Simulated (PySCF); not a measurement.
I3, SMILES I[I-]I, charge -1.

The structure is a stationary point at PBE0-D3(BJ)/def2-SVPD. The def2 effective core potentials stand for the cores of I; spin–orbit coupling is left out.

These are PBE/def2-TZVPD in PySCF values and carry that method's errors.

Isolated molecule, no solvent.

Question: Estimate the frontier levels, gap, dipole moment and polarisability. (An estimate is asked for; the answer gives what the named calculation found.)

Answer: 
```json
{
  "highest_occupied_level": "-1.74 eV",
  "lowest_empty_level": "0.35 eV",
  "orbital_gap": "2.09 eV",
  "dipole_moment_about_the_centre_of_nuclear_charge": "0.00 D",
  "mean_static_polarisability": "179.4 bohr³ (26.59 Å³)",
  "polarisability_principal_values": "109.7, 109.7, 319.0 bohr³"
}
```
